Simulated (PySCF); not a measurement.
## How methods differ on the excitation energy of Ag⁺

Ag⁺ [Kr] 4d10 (1S) → Ag⁺ [Kr] 4d9 5s1 (3D), as a difference of total energies. All numbers are calculated (PySCF 2.14, scalar relativity by spin-free X2C-1e, in x2c-TZVPPall with one added diffuse shell each of s, p, d, f type (9s7p7d3f1g, 95 functions)). Correlated levels: valence and next inner shell: [Ar] 3d10 frozen. The calculations carry no spin-orbit coupling.

| method | excitation energy (eV) |
| --- | --- |
| UHF | 4.369 |
| MP2 (valence and next inner shell) | 5.236 |
| SCS-MP2 (valence and next inner shell) | 5.189 |
| CCSD (valence and next inner shell) | 4.902 |
| CCSD(T) (valence and next inner shell) | 4.932 |

Errors of the correlated levels include the incompleteness of this basis and the frozen core.

Question: Which method comes closest to the reference value, and which is furthest?

Answer: The reference is 5.035 eV (measured; NIST levels, between the centres of gravity of the two terms). Closest: CCSD(T) (valence and next inner shell) (error -0.103 eV); furthest: UHF (error -0.666 eV).
